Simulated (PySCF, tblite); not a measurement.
Isomers of C2H7NSSi2, one GFN2-xTB conformer each. Single-point energies are computed at PBE0/pcSseg-1 (PySCF, gas phase, no added dispersion term), electronic only.

```tsv
SMILES	GFN2-xTB relative energy (kJ/mol)
C[SiH2][Si@H](S)C#N	6.4
CS[SiH2][SiH2]C#N	0.0
```

Conformers: `[CH3:1][SiH2:2][Si@H:3]([SH:4])[C:5]#[N:6]` with C1–Si2–Si3–S4 60°, Si2–Si3–S4–H -165°; `[CH3:1][S:2][SiH2:3][SiH2:4][C:5]#[N:6]` with C1–S2–Si3–Si4 180°, S2–Si3–Si4–C5 -179°.

Q: What does PBE0/pcSseg-1 give for the same structures?

A: 
```csv
SMILES,PBE0/pcSseg-1 E (Eh),PBE0/pcSseg-1 (kJ/mol),GFN2-xTB (kJ/mol),point group
C[SiH2][Si@H](S)C#N,-1111.77967,0.0,6.4,C1
CS[SiH2][SiH2]C#N,-1111.75828,56.2,0.0,–
```

GFN2-xTB puts CS[SiH2][SiH2]C#N lowest instead. As drawn, the lower has an S–H bond, which the higher lacks.

Q: Which frontier levels, dipoles and rotational constants go with these structures?

A: 
```json
{"SMILES": "C[SiH2][Si@H](S)C#N", "HOMO (eV, PBE0/pcSseg-1)": "-7.75", "LUMO (eV)": "-1.21", "dipole (D)": "3.10", "A, B, C (MHz)": "1858, 1308, 969.9"}
{"SMILES": "CS[SiH2][SiH2]C#N", "HOMO (eV, PBE0/pcSseg-1)": "-7.17", "LUMO (eV)": "-1.10", "dipole (D)": "3.51", "A, B, C (MHz)": "6129, 715.0, 652.3"}
```

Q: What happens when harmonic zero-point energies from GFN2-xTB frequencies are added?

A: 
| SMILES | ZPE (kJ/mol) | electronic (kJ/mol) | with ZPE (kJ/mol) |
| --- | --- | --- | --- |
| C[SiH2][Si@H](S)C#N | 206.2 | 0.0 | 0.0 |
| CS[SiH2][SiH2]C#N | 208.3 | 56.2 | 58.3 |

The zero-point energies span 2.1 kJ/mol. The order is unchanged.

Q: As an exercise, what shares would exp(−E/RT) give at 2000 K from these electronic energies alone (no entropy, no degeneracies)?

A: RT = 16.629 kJ/mol: C[SiH2][Si@H](S)C#N 96.7 %, CS[SiH2][SiH2]C#N 3.3 %.
